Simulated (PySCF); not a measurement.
Electron correlation in Ta (tantalum, neutral)

[Xe] 4f14 5d3 6s1 6p1, one real determinant (an excited configuration). Calculation: PySCF 2.14, in aug-cc-pwCVDZ-PP with ECP60MDF (6s6p5d3f, 70 functions); scalar relativity through the core potential. Frozen: 5s2 5p6; 5 electrons correlated.

| level | correlation energy (mhartree) |
| --- | --- |
| CCSD | -41.03 |
| (T) | -1.61 |
| CCSD(T) | -42.64 |

Diagnostics: T1 = 0.015, D1 = 0.0437, largest double amplitude 0.106.

The real determinant used has ⟨L²⟩ near 14 against 20 for a pure G term, so it mixes terms. Spin-orbit coupling, absent here, splits the open shell strongly.

Cost of the coupled-cluster step: of the order of 9 core-seconds, for 5 correlated electrons.

Iterations:

```
CC2 = 0
CCSD nocc = (np.int64(5), np.int64(0)), nmo = (66, 66)
frozen orbitals [[0, 1, 2, 3], [0, 1, 2, 3]]
max_cycle = 100
direct = 0
conv_tol = 1e-08
conv_tol_normt = 1e-06
diis_space = 8
diis_start_cycle = 0
Init t2, MP2 energy = -0.0311852559373083
Init E_corr(UCCSD) = -0.0311852559397537
cycle = 1  E_corr(UCCSD) = -0.0370612936899543  dE = -0.00587603775  norm(t1,t2) = 0.0370921
cycle = 2  E_corr(UCCSD) = -0.0385347643743611  dE = -0.00147347068  norm(t1,t2) = 0.0192728
cycle = 3  E_corr(UCCSD) = -0.0396284207642378  dE = -0.00109365639  norm(t1,t2) = 0.014276
cycle = 4  E_corr(UCCSD) = -0.0398761140176101  dE = -0.000247693253  norm(t1,t2) = 0.0107492
cycle = 5  E_corr(UCCSD) = -0.0406767680096345  dE = -0.000800653992  norm(t1,t2) = 0.00815707
cycle = 6  E_corr(UCCSD) = -0.0408112608597311  dE = -0.00013449285  norm(t1,t2) = 0.00414138
cycle = 7  E_corr(UCCSD) = -0.0410259139928887  dE = -0.000214653133  norm(t1,t2) = 0.00267892
cycle = 8  E_corr(UCCSD) = -0.0409231519540817  dE = 0.000102762039  norm(t1,t2) = 0.00161415
cycle = 9  E_corr(UCCSD) = -0.0410370002088624  dE = -0.000113848255  norm(t1,t2) = 0.00108217
cycle = 10  E_corr(UCCSD) = -0.0410133984043261  dE = 2.36018045e-05  norm(t1,t2) = 0.000633658
cycle = 11  E_corr(UCCSD) = -0.0410330202207142  dE = -1.96218164e-05  norm(t1,t2) = 0.000311809
cycle = 12  E_corr(UCCSD) = -0.0410323459508334  dE = 6.74269881e-07  norm(t1,t2) = 0.000133828
cycle = 13  E_corr(UCCSD) = -0.0410332557149559  dE = -9.09764123e-07  norm(t1,t2) = 4.17236e-05
cycle = 14  E_corr(UCCSD) = -0.0410331664517068  dE = 8.92632491e-08  norm(t1,t2) = 1.96893e-05
cycle = 15  E_corr(UCCSD) = -0.0410330987531453  dE = 6.76985615e-08  norm(t1,t2) = 8.17367e-06
cycle = 16  E_corr(UCCSD) = -0.0410330876179269  dE = 1.11352184e-08  norm(t1,t2) = 4.40777e-06
cycle = 17  E_corr(UCCSD) = -0.0410331111028988  dE = -2.3484972e-08  norm(t1,t2) = 1.8409e-06
cycle = 18  E_corr(UCCSD) = -0.0410330831689051  dE = 2.79339937e-08  norm(t1,t2) = 1.10683e-06
cycle = 19  E_corr(UCCSD) = -0.0410330777073872  dE = 5.46151796e-09  norm(t1,t2) = 5.1639e-07
UCCSD converged
E(UCCSD) = -56.74115035514622  E_corr = -0.04103307770738717
UCCSD(T) correction = -0.00161095867951982
```

The reference is one real determinant that mixes LS terms of this configuration.
